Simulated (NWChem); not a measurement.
System: SiNH4OF; SMILES N[Si@H](O)F

```xyz
8

N     -0.5287    -1.4700    -0.2833
Si    -0.0818     0.0277     0.3716
O     -0.9605     1.1870    -0.4105
F      1.4790     0.4422     0.1391
H     -0.6865    -1.6051    -1.2743
H     -0.4130    -2.3391     0.2210
H     -0.2521    -0.0161     1.8426
H     -0.5339     2.0442    -0.4992
```
Atoms are numbered in this order, from 1.

Level: PBE0/def2-SVP (NWChem), optimised geometry, unscaled harmonic frequencies. 

```
frequency (cm⁻¹)  IR intensity (km/mol)
----------------  ---------------------
194                                 9.3
241                                57.7
263                               145.6
309                                94.7
364                                15.3
376                                90.9
718                                39.0
804                                78.3
823                                76.5
851                                54.8
899                                16.3
952                               304.5
1006                              252.1
1529                               77.2
2301                              140.6
3636                               47.7
3743                               56.4
3938                              114.7
```

```yaml
zero_point_energy: 32.8 kcal/mol
thermal correction to the enthalpy at 298.15 K (with zero-point energy): 37.1 kcal/mol
heat capacity Cv: 20.0 cal/(mol K)
entropy at 298.15 K and 1 atm (symmetry number 1): 74.5 cal/(mol K)
dipole_moment: 0.88 D
```

Rigid rotor and harmonic oscillator.
